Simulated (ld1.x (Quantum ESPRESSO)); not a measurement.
**An all-electron radial function and its pseudo partner (silicon (Si))**

Columns: radius, all-electron u(r) and pseudo u(r) of the 3s shell (level -11.20 eV) of silicon in the configuration [Ne] 3s1.5 3p2.5; PBE, scalar-relativistic, TM scheme, ld1.x (Quantum ESPRESSO) 7.5.

```
r (bohr)  all-electron  pseudo
   0.095        0.1341  0.0256
   0.190       -0.1077  0.0520
   0.285       -0.2859  0.0802
   0.380       -0.3414  0.1109
   0.475       -0.3012  0.1451
   0.570       -0.2030  0.1838
   0.665       -0.0764  0.2275
   0.760        0.0587  0.2769
   0.855        0.1896  0.3317
   0.950        0.3092  0.3913
   1.045        0.4139  0.4538
   1.140        0.5023  0.5166
   1.235        0.5749  0.5764
   1.330        0.6325  0.6297
   1.425        0.6766  0.6737
   1.520        0.7082  0.7065
   1.615        0.7286  0.7280
   1.710        0.7391  0.7390
   1.805        0.7411  0.7411
   1.900        0.7359  0.7359
   1.995        0.7248  0.7248
   2.090        0.7089  0.7089
   2.185        0.6890  0.6890
   2.280        0.6663  0.6663
   2.375        0.6413  0.6413
   2.470        0.6147  0.6147
```

Problem. How many radial nodes do the two functions have?

Solution. The all-electron 3s function has n − l − 1 = 2; the pseudo-wave has 0, since the states of the same l below it are removed with the core.

Problem. At about which radius was the pseudo-wave matched?

Solution. 1.90 bohr. The columns agree to 0.0005 from 1.71 bohr on; several derivatives are matched, so the curves merge somewhat inside the radius.

Problem. Where does each function peak?

Solution. Outermost all-electron maximum near 1.80 bohr, pseudo maximum near 1.80 bohr (to the table’s step).

Problem. Is the pseudo-wave norm-conserving?

Solution. Yes: the TM scheme keeps the norm inside the radius equal to the all-electron one, which fixes the energy derivative of the logarithmic derivative at the level.
